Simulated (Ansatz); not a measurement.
A made-up structure of CH2ClZn (charge +1), closed shell:

```json
{"atom": "Cl1", "x (Å)": "-1.8355", "y (Å)": "0.6984", "z (Å)": "-0.8096"}
{"atom": "C2", "x (Å)": "-0.7632", "y (Å)": "-0.2825", "z (Å)": "-0.1112"}
{"atom": "Zn3", "x (Å)": "1.1853", "y (Å)": "0.2269", "z (Å)": "0.2561"}
{"atom": "H4", "x (Å)": "-1.2113", "y (Å)": "-1.2511", "z (Å)": "0.1394"}
{"atom": "H5", "x (Å)": "-2.3362", "y (Å)": "1.9035", "z (Å)": "-1.0666"}
```

It is relaxed with PBE-D4/def2-SVP and then PBE0-D4/def2-TZVP (Ansatz 0.2.0). Atoms count as bonded within 1.22 times the sum of their covalent radii (H–H: 0.88 Å). The end point is not checked to be a true minimum.

(1) Does its bonding change? (A judgement: the text doesn't fix the answer.)

Answers

(1) By the calculation: No: no bond forms or breaks.

Where it ends: The first stage lowers the energy by 2.54 eV in 9 steps. It ends as CH₂ClZn ([ClH][CH][Zn]), total charge +1:
```json
{"atom": "Cl1", "x (Å)": "-1.6319", "y (Å)": "0.7531", "z (Å)": "-1.3280"}
{"atom": "C2", "x (Å)": "-0.6887", "y (Å)": "-0.4934", "z (Å)": "-0.4454"}
{"atom": "Zn3", "x (Å)": "1.0057", "y (Å)": "0.2072", "z (Å)": "0.3381"}
{"atom": "H4", "x (Å)": "-1.3250", "y (Å)": "-0.7549", "z (Å)": "0.4130"}
{"atom": "H5", "x (Å)": "-2.3209", "y (Å)": "1.5832", "z (Å)": "-0.5697"}
```

Labels in which every atom is bracketed show which atoms are joined, not bond orders.

For scale, one of the runs: PBE0-D4/def2-TZVP relaxation, 128 basis functions, launched by `ansatz run in.yaml --threads 2 --pin off --events-out ev --progress --plain --max-ram 4352MiB`. The run took about 42 s on 2 CPU threads of an Intel Xeon Platinum 8259CL (shared host).
